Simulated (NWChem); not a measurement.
MgSiH₃OF; SMILES [SiH3][O][Mg][F]

```xyz
7

Mg     0.0173    -1.4441     0.0000
F      0.1892    -3.1727     0.0000
O     -0.1607     0.3402     0.0000
Si    -0.3173     1.9660     0.0000
H     -1.0610     2.4478    -1.2023
H      1.0118     2.6475     0.0000
H     -1.0610     2.4478     1.2023
```
Atoms are numbered in this order, from 1.

Computed with NWChem. Pople sets run with spherical d functions. Structure relaxed at the B3LYP/6-31G* (spherical d) level. Vertical excitations in the gas phase; the lowest state need not have the same character in each row.

| level | lowest excitation, singlet (eV) | oscillator strength of that lowest state | lowest state with f > 0.02, singlet (eV) | oscillator strength of that bright state | lowest triplet (eV) | orbital gap (eV) |
|---|---|---|---|---|---|---|
| PBE/6-31+G*, TDA | 4.42 | 0.015 | 5.97 | 0.026 | 4.26 | 4.36 |
| B3LYP/6-31+G*, TDA | 5.05 | 0.018 | 6.78 | 0.029 | 4.87 | 6.00 |
| LDA (Slater exchange, VWN5)/6-31+G*, TDA | 4.34 | 0.014 | 6.03 | 0.024 | 4.20 | 4.28 |
